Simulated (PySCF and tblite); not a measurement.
Results of a calculation; reference values are marked as such.
C₆H₉F₃O, numbered as in [F:1][C:2]([F:3])([F:4])[C@@H:5]1[CH2:6][CH2:7][CH2:8][O:9][CH2:10]1.

Free energies: PBE0-D3(BJ)/pcSseg-1 on GFN2-xTB structures plus GFN2-xTB thermal terms, symmetry and mirror images included. Conformers within 2.5 kcal/mol (GFN2-xTB free energy) were kept, 4 at most. Codes: tblite and PySCF.

The 6-ring runs over atoms 5–6–7–8–9–10.

```tsv
conformer	shape	symmetry
1	6-ring chair (C2 axial)	C1
2	6-ring chair (all substituents equatorial)	C1
```

**Question.** Which of these conformers is the most populated at 298.15 K, and with what share?

**Answer.** Conformer 2, about 91 %.

**Question.** Give the DFT energies and free energies relative to the lowest, and all weights.

**Answer.** 
```tsv
conformer	shape	E(DFT) kcal/mol	G(298.15 K) kcal/mol	weight %
1	6-ring chair (C2 axial)	1.13	1.39	8.8
2	6-ring chair (all substituents equatorial)	0.00	0.00	91.2
```

**Question.** How does its share change from 250 K to 350 K?

**Answer.** From 94 % to 89 %; the mixing entropy goes from 0.46 to 0.71 cal/(mol K).


Conformer gaps in pcSseg-1 on xTB geometries can be 2 kcal/mol off for S=O, P=O and other polar bonds.